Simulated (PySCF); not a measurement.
# Si+: excitation energy

Si+ [Ne] 3s2 3p1 (2P) → Si+ [Ne] 3s2 4s1 (2S), as a difference of total energies. Calculation: PySCF 2.14, in aug-cc-pwCVDZ (6s5p3d, 36 functions); the non-relativistic Hamiltonian (point nucleus). Correlated levels: nothing frozen. The calculations carry no spin-orbit coupling.

```
                 method  excitation energy (eV)
                    UHF                   7.992
    MP2 (all electrons)                   7.908
SCS-MP2 (all electrons)                   7.925
   CCSD (all electrons)                   7.993
CCSD(T) (all electrons)                   7.981
```

Errors of the correlated levels include the incompleteness of this basis.

For comparison: 8.097 eV (measured; NIST levels, between the centres of gravity of the two terms).
